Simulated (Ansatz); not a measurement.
# A relaxation, step by step

C2H7Ge, doublet, PBE0-D4/def2-TZVP (Ansatz 0.2.0). Settings:

```yaml
hamiltonian: {xc: pbe0, dispersion: d4}
relax: {f_tol: 0.005, max_steps: 200}
```

Start, a step off a saddle point along its unstable mode:

```tsv
atom	x (Å)	y (Å)	z (Å)
H1	0.1179	-0.3830	0.0363
Ge2	1.7241	-0.1879	0.5088
C3	-1.1136	-0.5102	-0.3182
C4	-1.7774	0.6272	-0.5101
H5	1.9363	1.3273	0.7543
H6	2.0633	-0.9660	1.8005
H7	2.6771	-0.6437	-0.6177
H8	-1.4854	-1.5173	-0.4664
H9	-2.8315	0.6400	-0.8472
H10	-1.3111	1.6136	-0.3403
```

| step | energy less the last (meV) | largest force component (eV/Å) |
| --- | --- | --- |
| 1 | 970.5 | 2.336 |
| 8 | 45.5 | 0.217 |
| 15 | 39.5 | 0.136 |
| 22 | 36.8 | 0.059 |
| 29 | 34.6 | 0.053 |
| 36 | 32.8 | 0.020 |
| 43 | 32.0 | 0.012 |
| 50 | 31.0 | 0.004 |
| 57 | 28.0 | 0.024 |
| 64 | 20.1 | 0.089 |
| 71 (rejected trial) | 14.1 | 0.211 |
| 78 | 4.8 | 0.018 |
| 85 | 2.9 | 0.047 |
| 92 | 0.9 | 0.037 |
| 99 (rejected trial) | 0.2 | 0.047 |
| 106 | 0.0 | 0.004 |
| 107 | 0.0 | 0.005 |

Step 57, positions (Å) and forces (eV/Å):

```csv
atom,x,y,z,Fx,Fy,Fz
H1,-0.613,-1.148,-0.703,0.010,-0.004,-0.007
Ge2,2.305,-0.150,0.496,-0.014,0.024,-0.009
C3,-1.584,-0.697,-0.527,-0.005,0.009,0.000
C4,-1.731,0.613,-0.416,-0.010,-0.008,0.003
H5,1.706,1.264,0.375,0.009,-0.018,-0.001
H6,2.162,-0.693,1.927,-0.002,-0.004,0.005
H7,3.772,-0.170,0.032,0.004,-0.001,0.004
H8,-2.429,-1.374,-0.449,-0.003,-0.005,0.006
H9,-2.701,1.065,-0.241,-0.011,0.000,0.001
H10,-0.887,1.289,-0.495,0.021,0.007,-0.002
```

Step 85, positions (Å) and forces (eV/Å):

| atom | x | y | z | Fx | Fy | Fz |
| --- | --- | --- | --- | --- | --- | --- |
| H1 | -0.996 | -1.022 | -1.600 | 0.000 | -0.008 | 0.016 |
| Ge2 | 2.024 | -0.146 | 0.479 | -0.041 | 0.026 | 0.021 |
| C3 | -1.288 | -0.673 | -0.615 | -0.007 | 0.041 | 0.003 |
| C4 | -1.573 | 0.602 | -0.388 | 0.008 | -0.036 | 0.007 |
| H5 | 1.760 | 1.332 | 0.134 | 0.012 | -0.047 | 0.014 |
| H6 | 1.263 | -0.561 | 1.755 | 0.027 | 0.020 | -0.039 |
| H7 | 3.536 | -0.412 | 0.639 | 0.001 | 0.002 | 0.003 |
| H8 | -1.342 | -1.419 | 0.172 | -0.002 | 0.031 | -0.034 |
| H9 | -1.866 | 0.951 | 0.597 | 0.005 | 0.004 | -0.028 |
| H10 | -1.518 | 1.348 | -1.175 | -0.004 | -0.034 | 0.037 |

Step 92, positions (Å) and forces (eV/Å):

| atom | x | y | z | Fx | Fy | Fz |
| --- | --- | --- | --- | --- | --- | --- |
| H1 | -0.900 | -0.919 | -1.639 | -0.007 | 0.004 | 0.011 |
| Ge2 | 1.996 | -0.171 | 0.500 | -0.029 | 0.030 | 0.012 |
| C3 | -1.258 | -0.664 | -0.647 | -0.008 | 0.027 | 0.008 |
| C4 | -1.592 | 0.577 | -0.325 | 0.010 | -0.031 | -0.008 |
| H5 | 1.833 | 1.234 | -0.111 | 0.007 | -0.037 | 0.018 |
| H6 | 1.237 | -0.286 | 1.837 | 0.021 | 0.007 | -0.034 |
| H7 | 3.489 | -0.515 | 0.692 | 0.000 | 0.001 | 0.003 |
| H8 | -1.339 | -1.479 | 0.065 | 0.003 | 0.012 | -0.009 |
| H9 | -1.951 | 0.831 | 0.667 | 0.001 | -0.004 | -0.011 |
| H10 | -1.514 | 1.391 | -1.038 | 0.001 | -0.009 | 0.009 |

Last step (107):

```json
{"atom": "H1", "x (Å)": "-0.8330", "y (Å)": "-0.7997", "z (Å)": "-1.6794"}
{"atom": "Ge2", "x (Å)": "1.9764", "y (Å)": "-0.1888", "z (Å)": "0.5291"}
{"atom": "C3", "x (Å)": "-1.2401", "y (Å)": "-0.6513", "z (Å)": "-0.6850"}
{"atom": "C4", "x (Å)": "-1.6087", "y (Å)": "0.5465", "z (Å)": "-0.2559"}
{"atom": "H5", "x (Å)": "1.9090", "y (Å)": "1.0694", "z (Å)": "-0.3544"}
{"atom": "H6", "x (Å)": "1.2212", "y (Å)": "0.0235", "z (Å)": "1.8530"}
{"atom": "H7", "x (Å)": "3.4437", "y (Å)": "-0.5878", "z (Å)": "0.7972"}
{"atom": "H8", "x (Å)": "-1.3392", "y (Å)": "-1.5347", "z (Å)": "-0.0636"}
{"atom": "H9", "x (Å)": "-2.0179", "y (Å)": "0.6937", "z (Å)": "0.7378"}
{"atom": "H10", "x (Å)": "-1.5114", "y (Å)": "1.4291", "z (Å)": "-0.8788"}
```

Hardware: 8 CPU threads of an Intel Xeon 6975P-C, shared host. Wall time about 81 s.
